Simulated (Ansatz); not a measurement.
Geometry optimisation, RKS PBE0-D4/def2-SVP (Ansatz).

The input (input.yaml):

```yaml
crystal:
  periodic: [false, false, false]
  atoms:
    - { symbol: Ge, position_ang: [-0.05601, 0.062952, -0.824716] }
    - { symbol: F, position_ang: [1.524346, 0.177498, 1.571822] }
    - { symbol: H, position_ang: [2.052215, -0.213802, 0.922523] }
    - { symbol: H, position_ang: [-1.258336, 0.948085, -0.224914] }
    - { symbol: O, position_ang: [-0.748973, -1.539348, -0.438564] }
    - { symbol: H, position_ang: [-1.589242, -1.524885, 0.034749] }
basis:
  gaussian: { orbitals: def2-SVP }
hamiltonian:
  xc: pbe0
  dispersion: d4
relax:
  f_tol: 0.03
  max_steps: 50
```

Run as:

```bash
$ ansatz run input.yaml --threads 1 --pin off --max-ram 2048MiB --backend cpu --events-out ev --progress --plain --runs-dir out
```

**Question.** Where does it end, and by what steps?

**Answer.** The run converged. After 39 steps the energy has fallen by 0.895 eV; H3 moved furthest, 1.81 Å. Parted: F2–H3 (0.92 → 1.94 Å). Joined: Ge1–F2 (2.87 → 1.81 Å), H3–O5 (3.38 → 0.98 Å).

```
step  energy less start (eV)  largest force component (eV/Å)  accepted
   0                  0.0000                           0.189       yes
   2                 -0.0415                           0.625       yes
   4                 -0.0547                           0.092       yes
   6                 -0.0605                           0.204       yes
   8                 -0.0661                           0.229       yes
  10                 -0.0698                           0.629       yes
  12                 -0.0843                           0.324       yes
  14                 -0.1189                           1.125       yes
  16                 -0.2083                           1.471       yes
  18                 -0.3213                           0.654       yes
  20                 -0.3383                           1.070       yes
  22                 -0.3545                           0.060       yes
  24                 -0.3561                           0.038       yes
  26                 -0.3577                           0.035       yes
  28                 -0.3597                           0.061       yes
  30                 -0.4207                           0.702       yes
  32                 -0.6919                           1.229       yes
  34                 -0.6079                           3.024        no
  36                 -0.8890                           0.408       yes
  38                 -0.8942                           0.076       yes
  39                 -0.8947                           0.022       yes
```

```xyz
6
Properties=species:S:1:pos:R:3
Ge 0.236 0.571 -0.820
F 1.260 0.586 0.674
H 0.560 -1.221 0.737
H -1.133 0.956 -0.047
O -0.069 -1.467 0.029
H -0.929 -1.515 0.468
```

Whether the end is a true minimum wasn't checked by a vibrational analysis.

Run time: 53 s on 1 thread of Intel(R) Xeon(R) 6975P-C (Granite Rapids), with other jobs on the host, peak memory 0.17 GiB.
